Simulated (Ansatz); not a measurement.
SiSn2⁻. Total charge -1; doublet. Geometry r2SCAN-D4/def2-TZVPD; atoms count from 1.

```
atom    x (Å)    y (Å)    z (Å)
 Si1  -0.0118   0.0037  -0.0001
 Sn2  -0.4675   0.4507   2.3409
 Sn3   0.4793  -0.4544  -2.3407
```

In the def2 sets Sn takes a core potential; there is no spin–orbit coupling. The charge -1 doublet is spin-contaminated (final ⟨S²⟩ up to 0.89, 0.75 for a pure state). Another isomer (doublet) lies 0.80 eV lower at PBE0-D4/def2-TZVPD; other spin states weren't run for this one.

(1) Estimate the Mulliken populations from the PBE0/def2-TZVPD orbitals of Ansatz.

(2) Where does the spin sit?

(3) And the Mayer bond orders between bonded heavy atoms (over 0.3)?

Answers

(1) 
```
atom  charge (e)  spin (α − β)
 Si1       -0.52         -0.54
 Sn2       -0.23          0.53
 Sn3       -0.24          1.01
```
Mulliken values and Mayer orders depend strongly on the basis. With diffuse functions, as here, like atoms can get unlike values, and bond orders can come out too low or too high.

(2) Summed by element: Si -0.54, Sn 1.54, of 1 unpaired in all. Largest on single atoms: Sn3 1.01, Si1 -0.54, Sn2 0.53.

(3) Si1–Sn2 1.66 (2.43 Å); Si1–Sn3 1.60 (2.44 Å). Values over 0.3 also appear between atoms too far apart for a bond (Sn2–Sn3 0.54 at 4.86 Å); they arise where an orbital or an unpaired electron spreads over both atoms.
